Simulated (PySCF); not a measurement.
C2H6BF2N, SMILES C(F)B(N)CF. Coordinates come from a B3LYP-D3(BJ)/def2-SVP optimisation. The structure was generated by enumeration, and PubChem lists no compound with its InChIKey, so it may never have been made. One conformer was computed; it need not be the lowest.

Calculation: B3LYP-D3(BJ)/def2-SVP run with PySCF.

Harmonic wavenumbers (cm⁻¹): 88, 93, 165, 221, 337, 358, 524, 605, 613, 782, 809, 853, 934, 1028, 1069, 1155, 1237, 1252, 1341, 1391, 1418, 1446, 1455, 1588, 3000, 3006, 3039, 3046, 3578, 3689. Rotational constants (GHz): 8.320, 1.744, 1.468; symmetry number 2.

Problem. Work out the zero-point energy and the ideal-gas rigid-rotor harmonic-oscillator thermochemistry at 298.15 K and 1 atm.

Solution. ZPE = ½ Σ hcν = ½ × 40121 cm⁻¹ = 239.98 kJ/mol. H − E(el) = 261.23 kJ/mol. Entropy in J/(mol K): translation 165.26, rotation 107.68, vibration 69.69, total 342.64. G − E(el) = 159.07 kJ/mol. Cp = 109.18 J/(mol K). Modes under 150 cm⁻¹ make the vibrational entropy uncertain.
